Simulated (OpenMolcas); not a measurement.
## Computed transition rates of Cl+

```json
{
 "Program": "OpenMolcas 26.06",
 "Method": "SS-RASPT2, IPEA 0.25 Eh, imaginary shift 0.1 Eh (closed shells correlated: 2s 2p)",
 "Basis": "ANO-RCC-VTZP [5s4p2d1f]",
 "Scalar Hamiltonian": "DKH2, point nucleus",
 "Active space": "6 electrons in 9 orbitals (RAS2 3s 3p; RAS3 3d, at most 2 electrons)",
 "State averaging": "2S+1 = 3 even, 3 roots; 2S+1 = 1 even, 6 roots; 2S+1 = 3 odd, 3 roots; 2S+1 = 1 odd, 3 roots",
 "Spin-orbit coupling": "state interaction with AMFI integrals over the reference wave functions, term energies averaged over their components"
}
```

Rates come from the transition moments of the reference wave functions (E1 and E2 in the length form). At fixed line strength A goes as λ^-3 for E1 and M1 and as λ^-5 for E2, so a rate at the computed wavelength can be rescaled to the measured one. Measured vacuum wavelengths follow from level energies in NIST Handbook of Basic Atomic Spectroscopic Data. Branching counts decays inside the model space alone, at computed energies, and the table is only a selection of the E2 and M1 lines, drawn from those between levels with measured partners whose computed energy lies within a factor of 1.5 of the measured one.

```json
{"Upper": "3s² 3p⁴ ³P₀", "Lower": "3s² 3p⁴ ³P₁", "Type": "M1", "λ computed (nm)": "35650", "λ measured (nm)": "33280", "A computed (s-1)": "1.20e-03", "A rescaled (s-1)": "1.48e-03", "Branching %": "100.0"}
{"Upper": "3s² 3p⁴ ³P₁", "Lower": "3s² 3p⁴ ³P₂", "Type": "M1", "λ computed (nm)": "15890", "λ measured (nm)": "14370", "A computed (s-1)": "5.63e-03", "A rescaled (s-1)": "7.61e-03", "Branching %": "100.0"}
{"Upper": "3s² 3p⁴ ¹D₂", "Lower": "3s² 3p⁴ ³P₁", "Type": "M1", "λ computed (nm)": "870.6", "λ measured (nm)": "912.6", "A computed (s-1)": "2.63e-02", "A rescaled (s-1)": "", "Branching %": "22.0"}
{"Upper": "3s² 3p⁴ ¹D₂", "Lower": "3s² 3p⁴ ³P₂", "Type": "M1", "λ computed (nm)": "825.4", "λ measured (nm)": "858.1", "A computed (s-1)": "9.26e-02", "A rescaled (s-1)": "", "Branching %": "77.5"}
{"Upper": "3s² 3p⁴ ¹S₀", "Lower": "3s² 3p⁴ ¹D₂", "Type": "E2", "λ computed (nm)": "614", "λ measured (nm)": "616.4", "A computed (s-1)": "2.03e+00", "A rescaled (s-1)": "1.99e+00", "Branching %": "64.2"}
{"Upper": "3s² 3p⁴ ¹S₀", "Lower": "3s² 3p⁴ ³P₁", "Type": "M1", "λ computed (nm)": "360.1", "λ measured (nm)": "367.9", "A computed (s-1)": "1.12e+00", "A rescaled (s-1)": "", "Branching %": "35.4"}
```

Spin-changing lines and M1 lines between different terms are not rescaled, since their strength hangs on the term gaps too.

The largest correction is for 3s² 3p⁴ ³P₁ → 3s² 3p⁴ ³P₂ (M1): 5.63e-03 × (15890 / 14370)^3 = 7.61e-03 s-1, a factor of 1.35.

No measured rate stands beside these. Rescaling mends the energy factor alone: line strengths can still be far off where a level mixes with configurations outside the active space, and weak or spin-changing lines hang on small mixing coefficients that depend on the term gaps too, so rescaling need not improve them.

CASPT2 breaks the degeneracy within a term, and the mean is taken; among the terms shown or strongly mixed into the levels shown the widest spread is 21 cm-1 (3s² 3p⁴ ¹D). The run also gave levels led by 3s² 3p³ 3d, which use shells meant for correlation; these and all levels above them are left out. Measured partners are found by configuration, term and J. A level has none where our copy of the source lacks it or the pairing is in doubt (some pairs that miss far off the trend of their configuration count as doubtful). Only configurations of the active space appear.
